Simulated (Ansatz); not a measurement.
GeH3N (SMILES [NH2][GeH]) moved off its minimum; all values from Ansatz (a quantum-chemistry and plane-wave program), cores frozen in correlated methods.
(charge 0, multiplicity 1)
```xyz
5

Ge    -0.1376     0.2468     0.3309
H     -0.5308     1.3249    -0.8189
N      0.5123    -0.9223    -0.9619
H      0.5526    -0.7560    -1.9354
H      0.8947    -1.8128    -0.7107
```

Forces at r2SCAN/def2-TZVPP (eV/Å):

| atom | Fx | Fy | Fz |
|---|---|---|---|
| Ge1 | 0.224 | -0.354 | -0.984 |
| H2 | 0.063 | -0.146 | 0.276 |
| N3 | -0.401 | 0.570 | 1.518 |
| H4 | -0.018 | 0.214 | -0.898 |
| H5 | 0.133 | -0.285 | 0.089 |

Question: Give the forces (eV/Å), the total energy and the dipole at CCSD(T)/aug-cc-pVTZ.

Answer: 
```json
[
 {"atom": "Ge1", "Fx": "0.139", "Fy": "-0.202", "Fz": "-0.787"},
 {"atom": "H2", "Fx": "0.036", "Fy": "-0.085", "Fz": "0.252"},
 {"atom": "N3", "Fx": "-0.316", "Fy": "0.399", "Fz": "1.404"},
 {"atom": "H4", "Fx": "-0.018", "Fy": "0.234", "Fz": "-0.954"},
 {"atom": "H5", "Fx": "0.160", "Fy": "-0.346", "Fz": "0.085"}
]
```
Energy -2131.9803 hartree, dipole 1.21 D.
